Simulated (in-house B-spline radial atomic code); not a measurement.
Values are calculated unless marked as measured or tabulated.
# Weak and strong correlation along the adiabatic connection

Two-electron singlets in several external potentials (atomic units), by full CI in B-splines with partial waves to l = 8 (correlation energies up to 0.6 % small). The repulsion is scaled by λ at fixed density; W(λ) is the mean repulsion less the Hartree energy, W(0) = E_x, and the area under W from 0 to 1 is E_xc.

Relative drop (W(λ) − E_x)/E_x:

```json
{"system": "−Z/r, Z = 0.96", "λ = 0.12": "0.0441", "λ = 0.25": "0.0817", "λ = 0.4": "0.1161", "λ = 0.6": "0.1518", "λ = 0.8": "0.1795", "λ = 1": "0.2017"}
{"system": "ω²r²/2 − Z/r, ω = 0.601, Z = 0.3", "λ = 0.12": "0.0182", "λ = 0.25": "0.0361", "λ = 0.4": "0.0547", "λ = 0.6": "0.0767", "λ = 0.8": "0.0959", "λ = 1": "0.1128"}
{"system": "ω²r²/2 − Z/r, ω = 0.0575, Z = -0.5", "λ = 0.12": "0.0992", "λ = 0.25": "0.1646", "λ = 0.4": "0.2110", "λ = 0.6": "0.2485", "λ = 0.8": "0.2722", "λ = 1": "0.2886"}
{"system": "−V exp(−r²/w²), V = 11.5, w = 2.42", "λ = 0.12": "0.0115", "λ = 0.25": "0.0232", "λ = 0.4": "0.0358", "λ = 0.6": "0.0515", "λ = 0.8": "0.0658", "λ = 1": "0.0789"}
{"system": "−Z/r, Z = 2.13, wall at 0.477 bohr", "λ = 0.12": "0.0031", "λ = 0.25": "0.0064", "λ = 0.4": "0.0102", "λ = 0.6": "0.0150", "λ = 0.8": "0.0198", "λ = 1": "0.0245"}
{"system": "−Z/r, Z = 3, wall at 4 bohr", "λ = 0.12": "0.0068", "λ = 0.25": "0.0139", "λ = 0.4": "0.0217", "λ = 0.6": "0.0318", "λ = 0.8": "0.0413", "λ = 1": "0.0503"}
{"system": "−Z/r, Z = 1.02", "λ = 0.12": "0.0344", "λ = 0.25": "0.0657", "λ = 0.4": "0.0958", "λ = 0.6": "0.1285", "λ = 0.8": "0.1548", "λ = 1": "0.1765"}
```

(1) Order the systems by how far second-order (GL2) theory, half the initial slope (estimated from the first points of each curve), overshoots the correlation energy, least first.
A. −Z/r, Z = 0.96
B. ω²r²/2 − Z/r, ω = 0.601, Z = 0.3
C. −Z/r, Z = 2.13, wall at 0.477 bohr
D. −Z/r, Z = 1.02
E. ω²r²/2 − Z/r, ω = 0.0575, Z = -0.5
F. −V exp(−r²/w²), V = 11.5, w = 2.42
G. −Z/r, Z = 3, wall at 4 bohr

(2) What else changes along this order?

## Answers

(1) C (GL2/E_c = 1.04), G (GL2/E_c = 1.09), F (GL2/E_c = 1.16), B (GL2/E_c = 1.26), D (GL2/E_c = 1.48), A (GL2/E_c = 1.66), E (GL2/E_c = 2.53).

(2) The ratio follows the bend of the curve. With it the leading natural occupation goes from 1.999 to 1.623 and −T_c/E_c from 0.96 to 0.39 between the first and the last.
